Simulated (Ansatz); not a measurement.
The first iterations of a band of a periodic cell of 19 atoms, Be₁₈S (surface Be(0001), adsorbate S).

Method: Ansatz, DFT PBE, scalar-relativistic, plane waves, PAW. Settings: cutoff 420 eV, k mesh 5x4x1, fermi-dirac smearing 0.15 eV, no spin polarisation.

- movable images: 4
- climbing image: from the first iteration
- spring: 5.0 eV/Å²
- optimiser: quadratic models (default)
- start path: default
- force threshold: 0.05 eV/Å
- iteration limit: 17
- end points: relaxed
- atoms held: 1 to 6

Image 0:

```xyz
19
Lattice="4.5800 0.0000 0.0000 3.4350 5.9496 0.0000 0.0000 0.0000 15.5884" Properties=species:S:1:pos:R:3
Be 0.000 0.000 1.000
Be 2.290 0.000 1.000
Be 1.145 1.983 1.000
Be 3.435 1.983 1.000
Be 2.290 3.966 1.000
Be 4.580 3.966 1.000
Be -0.001 1.302 2.891
Be 2.288 1.310 2.767
Be 1.167 3.288 2.847
Be 3.409 3.297 2.851
Be 2.276 5.313 2.817
Be 4.591 5.315 2.836
Be -0.003 -0.070 4.594
Be 2.286 -0.091 4.740
Be 1.109 2.034 4.698
Be 3.467 2.030 4.698
Be 2.298 3.994 4.607
Be 4.569 3.982 4.593
S 2.290 1.341 6.214
```

Image 5:

Only the atoms that move by more than 0.05 Å are listed.
```
Be7 -0.002 1.310 2.767
Be8 2.289 1.302 2.891
Be13 -0.004 -0.091 4.740
Be14 2.287 -0.070 4.594
Be15 1.177 2.030 4.698
Be16 3.399 2.034 4.698
S19 4.580 1.341 6.214
```

| iteration | highest image above the first end (eV) | largest band force component (eV/Å) |
| --- | --- | --- |
| 1 | 1.450 | 5.410 |
| 2 | 1.044 | 3.854 |
| 3 | 0.573 | 2.100 |

Q: Does the band converge within its limit, and where does its top end?

A: The run converged. It ended after 11 iterations with the highest image 0.276 eV above the first end. Beside the main top the profile has a ripple of under 15 meV (maxima at images 1, 3), which may be a very shallow well or noise. The order of the stationary point at the top wasn't checked. Limits of this set-up: coarse k mesh, thin slab, slab without dipole correction.

Run time: 14 min on 1 thread of Arm Neoverse V1 (shared host), peak memory 0.88 GiB.
